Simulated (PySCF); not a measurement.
## Telling isomers of C₅H₇F₃O apart by NMR

[PySCF 2.14.0 with density-fitted response routines: σ from GIAO-PBE0/pcSseg-1; coordinates at the GFN2-xTB level; relativity neglected; isolated molecule; one averaged value for each set of equivalent atoms; one computed conformer]

δ = σ(ref) − σ, references computed at the same level: TMS for ¹H, ¹³C. Splittings of carbon signals by F and P are missing where no couplings were computed. Where no couplings were computed, multiplicities follow the n + 1 count of equivalent neighbours, and m marks all less simple cases (inequivalent or close neighbours, rings, F or P nearby). Shifts are as computed. Against solution values, carbons near 30 ppm lie about +3 ppm off and those near 130 ppm about +5 ppm. Of 1309 compounds with measured shifts, 239 miss one by over three times the rms of a fit or turn the order of signals round; such compounds aren't used in these exercises.

(1) Tabulate the signals of `C[C@@H]1[C@@H](F)[C@@H]1OC(F)F`, `COC1(C(F)(F)F)CC1` and their relative energies.

(2) What is the quickest way to tell C[C@@H]1[C@@H](F)[C@@H]1OC(F)F from COC1(C(F)(F)F)CC1?

## Answers

(1) 
```json
{"SMILES": "C[C@@H]1[C@@H](F)[C@@H]1OC(F)F", "carbon types": "4×CH 1×CH3", "δC": "126.2, 79.3, 61.5, 23.6, 10.7", "δH": "6.57 (m, 1H), 4.58 (m, 1H), 3.81 (m, 1H), 1.55 (m, 1H), 1.31 (d, 3H)", "E rel. (kcal/mol)": "3.8"}
{"SMILES": "COC1(C(F)(F)F)CC1", "carbon types": "2×C 2×CH2 1×CH3", "δC": "135.2, 64.0, 59.7, 13.1", "δH": "3.59 (s, 3H), 1.03 (m, 2H), 1.02 (m, 2H)", "E rel. (kcal/mol)": "0.0"}
```

Energies are electronic energies at PBE0/pcSseg-1 on these geometries, without zero-point or thermal terms, each for the one conformer computed, which needn't be the lowest.

(2) Count the carbon signals: 5 against 4. The first has an sp3 CH bonded to 2 F and O at 126.2 ppm, the second a CF3 carbon (C) at 135.2 ppm. In the proton spectra the most deshielded non-exchanging signals are 6.57 (m, 1H) and 3.59 (s, 3H).
